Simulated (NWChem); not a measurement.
System: BNH3, doublet; SMILES N[BH]

The following NWChem deck was run.

```
start job
memory heap 200 mb stack 900 mb global 1100 mb
geometry units angstroms noautosym nocenter noautoz
  B     -0.141025    -0.837440     0.000000
  N     -0.013697     0.540642     0.000000
  H      0.782534    -1.628619     0.000000
  H      0.887220     1.034701     0.000000
  H     -0.812225     1.179079     0.000000
end
basis spherical
  B library def2-svp
  N library def2-svp
  H library def2-svp
end
dft
  odft
  mult 2
  xc b3lyp
  iterations 150
  mulliken
end
task dft energy
esp
  recalculate
  probe 0.07
  range 0.3
  factor 1.0
  spacing 0.02
end
task esp
```

Parts of the log:

```
             Northwest Computational Chemistry Package (NWChem) 7.3.0
             --------------------------------------------------------

                             Geometry "geometry" -> ""
                             -------------------------

 Output coordinates in angstroms (scale by  1.889725989 to convert to a.u.)

  No.       Tag          Charge          X              Y              Z
 ---- ---------------- ---------- -------------- -------------- --------------
    1 B                    5.0000    -0.14102500    -0.83744000     0.00000000
    2 N                    7.0000    -0.01369700     0.54064200     0.00000000
    3 H                    1.0000     0.78253400    -1.62861900     0.00000000
    4 H                    1.0000     0.88722000     1.03470100     0.00000000
    5 H                    1.0000    -0.81222500     1.17907900     0.00000000

 Effective nuclear repulsion energy (a.u.)      27.5462475447

                                 NWChem DFT Module
                                 -----------------

 Summary of "ao basis" -> "ao basis" (spherical)
 ------------------------------------------------------------------------------
       Tag                 Description            Shells   Functions and Types
 ---------------- ------------------------------  ------  ---------------------
 B                          def2-svp                 6       14   3s2p1d
 N                          def2-svp                 6       14   3s2p1d
 H                          def2-svp                 3        5   2s1p

            General Information
            -------------------
          SCF calculation type: DFT
          Wavefunction type:  spin polarized.
          No. of atoms     :     5
          No. of electrons :    15
           Alpha electrons :     8
            Beta electrons :     7
          Charge           :     0
          Spin multiplicity:     2
          Use of symmetry is: off; symmetry adaption is: off
          Maximum number of iterations: 150
          AO basis - number of functions:    43
                     number of shells:    21
          Convergence on energy requested:  1.00D-06
          Convergence on density requested:  1.00D-05
          Convergence on gradient requested:  5.00D-04

              XC Information
              --------------
                         B3LYP Method XC Potential
                     Hartree-Fock (Exact) Exchange  0.200
                        Slater Exchange Functional  0.800 local
                    Becke 1988 Exchange Functional  0.720 non-local
              Lee-Yang-Parr Correlation Functional  0.810
                  VWN I RPA Correlation Functional  0.190 local

             Grid Information
             ----------------
          Grid used for XC integration:  medium
          Radial quadrature: Mura-Knowles
          Angular quadrature: Lebedev.
          Tag              B.-S. Rad. Rad. Pts. Rad. Cut. Ang. Pts.
          ---              ---------- --------- --------- ---------
          B                   0.85       49           8.0       434
          N                   0.65       49           8.0       434
          H                   0.35       45          10.0       434
          Grid pruning is: on
          Number of quadrature shells:   233
          Spatial weights used:  Erf1

      Superposition of Atomic Density Guess
      -------------------------------------

 Sum of atomic energies:         -80.24601328

      Non-variational initial energy
      ------------------------------

 Total energy =     -81.039330
 1-e energy   =    -161.390841
 2-e energy   =      52.805263
 HOMO         =      -0.093490
 LUMO         =       0.044145

     ---------------------------------------------
      Total Density - Mulliken Population Analysis
     ---------------------------------------------

    Atom       Charge   Shell Charges
 -----------   ------   -------------------------------------------------------
    1 B    5     5.01   1.99  0.94  0.42  1.12  0.47  0.07
    2 N    7     7.46   1.99  1.02  0.37  2.56  1.51  0.01
    3 H    1     1.02   0.68  0.32  0.01
    4 H    1     0.76   0.58  0.14  0.04
    5 H    1     0.74   0.58  0.12  0.04

     --------------------------------------------
      Spin Density - Mulliken Population Analysis
     --------------------------------------------

    Atom       Charge   Shell Charges
 -----------   ------   -------------------------------------------------------
    1 B    5     0.83   0.00  0.08  0.17  0.33  0.25  0.00
    2 N    7     0.02   0.00  0.01 -0.01  0.02 -0.00  0.00
    3 H    1     0.10   0.06  0.03  0.00
    4 H    1     0.05   0.03  0.02  0.00
    5 H    1     0.00   0.01 -0.01  0.00

   convergence    iter        energy       DeltaE   RMS-Dens  Diis-err
 ---------------- ----- ----------------- --------- --------- ---------
 d= 0,ls=0.0,diis     1    -81.2704807455 -1.09D+02  9.68D-03  5.70D-02
                                                     5.93D-03  4.97D-02
 d= 0,ls=0.0,diis     2    -81.2866655076 -1.62D-02  3.45D-03  4.30D-02
                                                     3.15D-03  4.53D-02
 d= 0,ls=0.0,diis     3    -81.3032384596 -1.66D-02  1.27D-03  8.51D-03
                                                     9.54D-04  7.34D-03
 d= 0,ls=0.0,diis     4    -81.3070061144 -3.77D-03  2.59D-04  3.18D-05
                                                     1.49D-04  4.85D-05
 d= 0,ls=0.0,diis     5    -81.3070469882 -4.09D-05  1.12D-04  2.67D-06
                                                     6.28D-05  3.48D-06
  Resetting Diis
 d= 0,ls=0.0,diis     6    -81.3070524426 -5.45D-06  1.94D-05  2.37D-07
                                                     2.69D-05  3.95D-07
 d= 0,ls=0.0,diis     7    -81.3070529939 -5.51D-07  1.19D-05  7.89D-08
                                                     6.40D-06  4.06D-08
 d= 0,ls=0.0,diis     8    -81.3070530523 -5.84D-08  4.48D-06  2.37D-08
                                                     4.35D-06  3.84D-08

         Total DFT energy =      -81.307053052343
      One electron energy =     -163.147155417640
           Coulomb energy =       66.337220682876
    Exchange-Corr. energy =      -12.043365862236
 Nuclear repulsion energy =       27.546247544657

 Numeric. integr. density =       15.000000907550

                    DFT Final Alpha Molecular Orbital Analysis
                    ------------------------------------------

 Vector    6  Occ=1.000000D+00  E=-3.836238D-01
              MO Center=  3.3D-01, -1.2D+00, -5.2D-11, r^2= 1.4D+00
   Bfn.  Coefficient  Atom+Function         Bfn.  Coefficient  Atom+Function
  ----- ------------  ---------------      ----- ------------  ---------------
    29      0.380108  3 H  s                  5      0.353028  1 B  py
    19     -0.221276  2 N  py                 2      0.213926  1 B  s
    30      0.174584  3 H  s                 39      0.128975  5 H  s
     4     -0.117300  1 B  px                 1      0.107250  1 B  s
    16     -0.097673  2 N  s                  3      0.095400  1 B  s

 Vector    7  Occ=1.000000D+00  E=-3.098181D-01
              MO Center= -3.6D-02,  3.1D-01, -7.8D-11, r^2= 1.1D+00
   Bfn.  Coefficient  Atom+Function         Bfn.  Coefficient  Atom+Function
  ----- ------------  ---------------      ----- ------------  ---------------
    20      0.540477  2 N  pz                23     -0.409266  2 N  pz
     6      0.237227  1 B  pz                 9     -0.127345  1 B  pz
    11     -0.029540  1 B  d -1

 Vector    8  Occ=1.000000D+00  E=-1.837505D-01
              MO Center= -5.0D-01, -9.3D-01, -1.0D-11, r^2= 1.8D+00
   Bfn.  Coefficient  Atom+Function         Bfn.  Coefficient  Atom+Function
  ----- ------------  ---------------      ----- ------------  ---------------
     4      0.514189  1 B  px                 3      0.376453  1 B  s
     7     -0.346749  1 B  px                 2      0.272554  1 B  s
    35      0.185757  4 H  s                  5      0.167391  1 B  py
    29     -0.164380  3 H  s                 30     -0.160252  3 H  s
    34      0.147658  4 H  s                  8     -0.115959  1 B  py

[...]

                     NWChem Electrostatic Potential Fit Module
                     -----------------------------------------

 Atom parameters

 Number of atoms is                                    5
 Number of basis functions is                         43

 Grid parameters

 Maximum number of grid points is                  25809
 Number of grid points is                          25808
 Grid range                                     0.300000 nm
 Grid spacing                                   0.020000 nm
 Probe radius                                   0.070000 nm
 Atom radius factor                             1.000000

 Atomic radii

    1    0.100000
    5    0.158000
    7    0.140000
 FASTESP  F
  using M.O. file = ./job.movecs

    Atom              Coordinates                           Charge

                                                  ESP

    1 B    -0.014103   -0.083744    0.000000   -0.216207
    2 N    -0.001370    0.054064    0.000000   -0.220304
    3 H     0.078253   -0.162862    0.000000    0.033446
    4 H     0.088722    0.103470    0.000000    0.210141
    5 H    -0.081223    0.117908    0.000000    0.192924
                                            ------------
                                                0.000000

 Dipole moment                                  0.871434

 Quadrupole moment Qxx                          2.082017
                   Qyy                         -0.904679
                   Qzz                         -1.177337

 RMS deviation kJ/mol                           0.108902

 RRMS %                                        36.051539
```

Level: B3LYP/def2-SVP, spin-unrestricted. In the optimisation the excess spin sits in a' (Cs, its own frame). The geometry was optimised at PBE-D3(BJ)/def2-SVP, spin-unrestricted. No stability test was run on the SCF state. B3LYP is NWChem's, with the RPA form of VWN correlation.
